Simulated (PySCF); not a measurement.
C4H4F2, SMILES C=C/C(F)=C/F.

Coordinates come from a PBE0-D3(BJ)/def2-SVP optimisation. Other conformers were not sampled.

These are TDDFT-PBE/def2-SVPD run with PySCF values and carry that method's errors.

Vertical excitations. The molecule is in vacuum. State labels are in the subgroup Cs.

Computed excitation energies, oscillator strengths and character:
| state | symmetry | energy (eV) | λ (nm) | f | main pairs |
|---|---|---|---|---|---|
| S1 | A' | 5.39 | 230 | 0.482 | HOMO→LUMO 91 % |
| S2 | A" | 5.59 | 222 | 0.000 | HOMO→LUMO+1 100 % |
| S3 | A' | 6.34 | 196 | 0.118 | HOMO−1→LUMO 55 %, HOMO→LUMO+2 35 % |
| S4 | A" | 6.49 | 191 | 0.000 | HOMO→LUMO+3 99 % |
| S5 | A" | 6.64 | 187 | 0.022 | HOMO→LUMO+4 100 % |
| S6 | A" | 6.93 | 179 | 0.000 | HOMO−2→LUMO 99 % |
| S7 | A" | 7.52 | 165 | 0.000 | HOMO−3→LUMO 93 % |
| S8 | A" | 7.58 | 164 | 0.000 | HOMO→LUMO+5 72 %, HOMO→LUMO+6 12 %, HOMO−1→LUMO+1 12 % |
| S9 | A" | 7.63 | 163 | 0.014 | HOMO−1→LUMO+1 69 %, HOMO→LUMO+5 18 % |
| S10 | A" | 7.67 | 162 | 0.006 | HOMO→LUMO+6 77 %, HOMO−1→LUMO+1 17 % |
| T1 | A' | 3.12 | 397 | 0 | HOMO→LUMO 98 % |
| T2 | A' | 5.11 | 243 | 0 | HOMO−1→LUMO 80 %, HOMO→LUMO+2 19 % |
| T3 | A" | 5.39 | 230 | 0 | HOMO→LUMO+1 99 % |
| T4 | A' | 6.07 | 204 | 0 | HOMO→LUMO+2 80 %, HOMO−1→LUMO 19 % |
Triplets are in the Tamm–Dancoff approximation, which puts them higher than full response would, so one can lie above its singlet here.
